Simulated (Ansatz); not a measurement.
SnHMe2(nBu) (C6H16Sn), relaxed as a singlet with RKS r2SCAN-D4/def2-SVP in Ansatz, starting from the GFN2-xTB geometry. Force threshold 0.02 eV/Å.

In the def2 sets Sn takes a core potential; there is no spin–orbit coupling.

Start:

```xyz
23

Sn    1.646   -0.770   -0.030
H     1.272   -2.428   -0.023
C     2.959   -0.390   -1.736
H     3.835   -1.026   -1.688
H     3.285    0.644   -1.733
H     2.443   -0.587   -2.667
C     2.688   -0.319    1.837
H     2.054   -0.518    2.692
H     2.974    0.727    1.854
H     3.584   -0.922    1.927
C    -0.228    0.367   -0.177
C    -1.378   -0.273    0.579
C    -2.643    0.587    0.564
C    -3.255    0.735   -0.824
H    -0.043    1.368    0.212
H    -0.480    0.469   -1.229
H    -1.603   -1.249    0.145
H    -1.087   -0.438    1.618
H    -3.379    0.126    1.227
H    -2.409    1.576    0.966
H    -4.197    1.275   -0.764
H    -2.593    1.286   -1.487
H    -3.446   -0.243   -1.261
```

```tsv
step	energy (eV)	largest force component (eV/Å)	SCF passes
1	-12307.6857	0.759	20
2	-12307.7657	0.223	19
3	-12307.7813	0.256	19
4	-12307.7854	0.024	19
5	-12307.7865	0.012	19
6	-12307.7877	0.133	18
7	-12307.7890	0.061	20
8	-12307.7899	0.009	20
9	-12307.7910	0.025	18
10 (rejected)	-12307.7825	0.284	18
11 (rejected)	-12307.7576	0.369	19
12	-12307.7916	0.003	20
13	-12307.7925	0.021	18
14	-12307.7927	0.055	18
15	-12307.7930	0.032	13
16	-12307.7933	0.011	20
```

Force components are those of the run's own axes.

End:

```xyz
23

Sn    1.644   -0.846   -0.149
H     1.299   -2.532   -0.310
C     3.059   -0.248   -1.670
H     4.001   -0.806   -1.557
H     3.275    0.828   -1.581
H     2.653   -0.444   -2.673
C     2.486   -0.474    1.808
H     1.775   -0.762    2.596
H     2.720    0.596    1.918
H     3.413   -1.052    1.944
C    -0.203    0.281   -0.351
C    -1.284   -0.143    0.644
C    -2.560    0.709    0.597
C    -3.304    0.649   -0.733
H     0.051    1.349   -0.218
H    -0.548    0.167   -1.393
H    -1.556   -1.202    0.471
H    -0.880   -0.105    1.673
H    -3.234    0.378    1.407
H    -2.299    1.758    0.829
H    -4.239    1.231   -0.695
H    -2.700    1.056   -1.560
H    -3.568   -0.389   -0.995
```

By distances, no bond broke or formed. The bond that changes most is Sn1–H2, from 1.70 to 1.73 Å (atoms count from 1).

The force fell under the threshold at step 5, but the optimiser went on and released 0.007 eV more. No frequencies were taken in this run, so the end may be a saddle point.

Run time 2 min (4 threads of Intel Xeon on a shared host).
